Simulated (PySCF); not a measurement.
**Relaxation of singlet BiF₃**

Method: PBE0 in PySCF with Bi def2-TZVP with ECP60, F def2-TZVP; scalar-relativistic core potentials, no spin–orbit coupling; density-fitted integrals. A (50,194) grid was used.

A hand-made trigonal pyramidal start, of C3v symmetry, held to at least that symmetry:

```xyz
4
charge 0 multiplicity 1, angstrom
Bi    0.0000    0.0000   -0.2163
F     1.8983    0.0000    0.7931
F    -0.9492    1.6440    0.7931
F    -0.9492   -1.6440    0.7931
```

Optimiser trace:
| step | E − E(last) (kJ/mol) | largest gradient (Eh/bohr) |
| --- | --- | --- |
| 0 | 69.71 | 0.06668 |
| 1 | 8.04 | 0.00958 |
| 2 | 0.85 | 0.00345 |
| 3 | 0.00 | 0.00125 |
| 4 | 0.00 | 0.00057 |
| 5 | 0.00 | 0.00000 |

It ends at C3v with Bi–F 1.987 Å (×3); F–Bi–F 95.4° (×3) (after a last refinement on a finer grid). A frequency run shows a minimum. Other isomers or separated fragments may lie lower.

With an element this heavy the missing spin–orbit coupling can shift these numbers.

The relaxation took of the order of 50 core-seconds on a shared host.
